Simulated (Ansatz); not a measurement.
`NB(O)[SiH2]Cl` + `B[SeH]` → `B[Se][SiH2]Cl` + `NBO`  (cleavage of the Si–B bond)

Calculated with Ansatz (gas phase, PBE0-D4/def2-TZVP geometries, no zero-point term in ΔE). CBS: MP2 limit from def2 TZ/QZ plus the TZ coupled-cluster correction, frozen cores. This one scheme is used for every species. For Se outer-core shells are correlated without core-valence functions, which leaves a few kJ/mol of doubt a bond. Scalar relativity is left out up to krypton. Each species was taken in one conformer, which may not be the lowest.

```csv
species,CCSD(T)/CBS(def2) energy (Eh)
`NB(O)[SiH2]Cl`,-906.68123
`B[SeH]`,-2427.30556
`B[Se][SiH2]Cl`,-3176.84187
`NBO`,-157.17416
```

**Question.** Work out ΔE.

**Answer.** ΔE = (-3176.84187) + (-157.17416) − (-906.68123) − (-2427.30556) = -0.02924 Eh = -76.8 kJ/mol.

Largest T1 diagnostic among the species: 0.013.

From PBE to PBE0 (25 % exact exchange), in def2-TZVPP and without D4, ΔE moves by −5.3 kJ/mol.
